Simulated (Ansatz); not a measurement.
Species: CH$_{2}$BI$_{2}$, charge -1, multiplicity 1. It need not be the lowest isomer of its formula. Whether it binds its extra electron was not tested at this geometry. 
Geometry from a B3LYP-D3(BJ)/def2-TZVP (Ansatz, a quantum-chemistry and plane-wave program) optimisation:
```
B
C 1 1.4182
H 2 1.0858 1 122.51
H 2 1.0858 3 114.98 1 180.00
I 1 2.2364 2 123.15 3 180.00
I 1 2.2364 2 123.15 3 0.00
```
Charge -1, spin multiplicity 1.

Total electronic energies in hartree. Cores are frozen in the correlated levels unless marked. No spin-orbit coupling. Frozen are the shells of the preceding noble gas and the d and f shells that filled before the atom's block. In def2 rows, elements after Kr have scalar-relativistic effective core potentials. Basis-set limits of correlation are two-point, X^-3; Hartree-Fock from the larger set.

```json
[
 {"level": "HF/def2-SVP", "program": "Ansatz", "energy (Eh)": "-657.05079"},
 {"level": "RI-HF/def2-TZVPPD", "program": "Ansatz", "energy (Eh)": "-657.14331"},
 {"level": "PBE-D4/def2-TZVPD", "program": "Ansatz + dftd4", "energy (Eh)": "-659.59528"},
 {"level": "BLYP-D3(BJ)/def2-TZVPD", "program": "Ansatz + dftd3", "energy (Eh)": "-659.57577"},
 {"level": "B3LYP/def2-TZVPD", "program": "Ansatz", "energy (Eh)": "-659.90311"},
 {"level": "PBE0/def2-QZVPP", "program": "Ansatz", "energy (Eh)": "-659.65498"},
 {"level": "HSE06-D3(BJ)/def2-TZVPD", "program": "Ansatz + dftd3", "energy (Eh)": "-659.64801"},
 {"level": "HSE06/def2-TZVPD", "program": "Ansatz", "energy (Eh)": "-659.64219"},
 {"level": "wB97M-V/def2-TZVPD", "program": "Ansatz", "energy (Eh)": "-659.64204"},
 {"level": "wB97X-V/def2-TZVPD", "program": "Ansatz", "energy (Eh)": "(withheld)"},
 {"level": "B2GP-PLYP-D3(BJ)/def2-TZVPD", "program": "Ansatz + dftd3", "energy (Eh)": "-658.93336"},
 {"level": "B2GP-PLYP/def2-TZVPD", "program": "Ansatz", "energy (Eh)": "-658.92565"},
 {"level": "PBE-QIDH/def2-TZVPD", "program": "Ansatz", "energy (Eh)": "-659.07748"},
 {"level": "RPA@PBE/def2-TZVPP", "program": "Ansatz", "energy (Eh)": "-658.04219"},
 {"level": "RPA@PBE/def2-QZVPP", "program": "Ansatz", "energy (Eh)": "-658.15718"},
 {"level": "MP2/def2-TZVPP", "program": "Ansatz", "energy (Eh)": "-657.70434"},
 {"level": "MP2/def2-QZVPP", "program": "Ansatz", "energy (Eh)": "-657.76783"},
 {"level": "MP2/CBS(def2-TZVPPD,def2-QZVPPD)", "program": "Ansatz", "energy (Eh)": "-657.8092"},
 {"level": "RI-MP2/def2-QZVPP", "program": "Ansatz", "energy (Eh)": "-657.76762"},
 {"level": "SCS-MP2/def2-TZVPPD", "program": "Ansatz", "energy (Eh)": "-657.70185"},
 {"level": "CCSD/def2-TZVPP", "program": "Ansatz", "energy (Eh)": "-657.74015"},
 {"level": "CCSD(T)/def2-QZVPPD", "program": "Ansatz", "energy (Eh)": "-657.83454"},
 {"level": "CCSD(T)/CBS(def2-TZVPPD,def2-QZVPPD)", "program": "Ansatz", "energy (Eh)": "-657.8744"}
]
```

Task: Complete the blanks.

Result: 
- wB97X-V/def2-TZVPD, energy (Eh): -659.66411
